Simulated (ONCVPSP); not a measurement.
PBEsol ONCV dataset for Ga (Z = 31), scalar-relativistic all-electron reference.

ONCVPSP 4.0.1 input, shortened (lines: element, Z, core and valence counts, functional; n l f; lmax; l rc ep ncon nbas qcut; lloc lpopt rc5 dvloc0; l nproj debl; icmod fcfact rcfact), PBEsol, scalar-relativistic:

```
  Ga 31.00    5    3  -116133      upf
    1    0    2.00
    2    0    2.00
    2    1    6.00
    3    0    2.00
    3    1    6.00
    3    2   10.00
    4    0    1.00
    4    1    2.00
    2
    0    1.75    0.00    4    7    4.10
    1    2.05    0.00    4    7    3.80
    2    0.85    0.00    5    9   22.20
    2    5    0.85    0.00
    0    2    1.40
    1    2    1.00
    2    0    0.60
    3    3.50    1.70
```

All-electron outer shells of the reference configuration (PBEsol, scalar-relativistic, ld1.x):

```json
{"shell": "3s", "level (eV)": "-149.72", "outermost node (bohr)": "0.27", "outermost maximum (bohr)": "0.56"}
{"shell": "3p", "level (eV)": "-100.62", "outermost node (bohr)": "0.24", "outermost maximum (bohr)": "0.56"}
{"shell": "3d", "level (eV)": "-21.05", "outermost node (bohr)": "–", "outermost maximum (bohr)": "0.53"}
{"shell": "4s", "level (eV)": "-10.06", "outermost node (bohr)": "0.81", "outermost maximum (bohr)": "1.87"}
{"shell": "4p", "level (eV)": "-3.35", "outermost node (bohr)": "0.87", "outermost maximum (bohr)": "2.47"}
```

Q: Does the generator finish with these settings?

A: Yes, a potential is produced and its reference levels are reproduced.

Q: Estimate the cutoffs (Ha) at which the residual kinetic energy of the hardest occupied pseudo-wave falls to 1 and 0.1 mHa per electron.

A: 168 Ha and 192 Ha.

Q: What does a ghost test show?

A: Ghosts flagged at negative energy: s at -676.6 eV, p at -245.6 eV; GHOST(+) flagged for s at 94.8 eV. A true bound ghost makes a file unfit for plane-wave use.

Q: Which valence shell sets the plane-wave cutoff?

A: 3d: 168 Ha for 1 mHa per electron, against 8 Ha for 4s.

Q: Tests: 3d10 4s2 4p1; 3d10 4s2 4p0; 3d10 4s1 4p0; 3d9 4s2 4p1. Which has the largest error in its energy relative to the reference configuration, and how large is it?

A: 3d9 4s2 4p1, with -376 meV (all-electron minus pseudo) on +21.16 eV.
